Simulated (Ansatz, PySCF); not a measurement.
Lewis adduct: BH3 (SMILES B) (first 4 atoms) with AsH3 (SMILES [AsH3]); geometry from B3LYP-D3(BJ)/def2-TZVP, rigid monomers moved along the line of their centres of mass till B1···As5 is 3.76 Å.
(charge 0, multiplicity 1):
```xyz
8

B     -0.005    -0.060     0.630
H     -0.866     0.778     0.579
H     -0.353    -1.182     0.377
H      1.066     0.266     0.193
As     0.679    -0.262     4.325
H     -0.443    -0.652     5.257
H      1.152     0.974     5.051
H      1.727    -1.228     4.823
```

Interaction energies are E(AB) − E(A) − E(B) at the monomers' geometry in the complex; basis-set methods are counterpoise corrected.

Frozen-core correlation. Filled d and f shells under p-block atoms count as core. CBS: X⁻³ extrapolation of the correlation energy, Hartree–Fock from the larger set.

The values were computed with Ansatz (a first-principles code); PySCF for the dispersion terms. Values without a source in brackets are computed.

PBE/def2-TZVPPD gives -15.0 kJ/mol for the interaction energy.

### Question
How do the other levels lie against it? Give each less PBE: PBE-D3(BJ)/def2-TZVPPD, r2SCAN/def2-TZVPPD, PBE0/def2-TZVPPD, wB97M-V/def2-TZVPPD, MP2/CBS(aug-cc-pVDZ, aug-cc-pVTZ), CCSD(T)/CBS(aug-cc-pVDZ, aug-cc-pVTZ).

### Answer
PBE-D3(BJ)/def2-TZVPPD -2.3; r2SCAN/def2-TZVPPD 0.6; PBE0/def2-TZVPPD 1.7; wB97M-V/def2-TZVPPD 1.1; MP2/CBS(aug-cc-pVDZ, aug-cc-pVTZ) 1.4; CCSD(T)/CBS(aug-cc-pVDZ, aug-cc-pVTZ) 1.7 kJ/mol. 5 of 6 lie above PBE; the widest gap is to PBE-D3(BJ)/def2-TZVPPD.
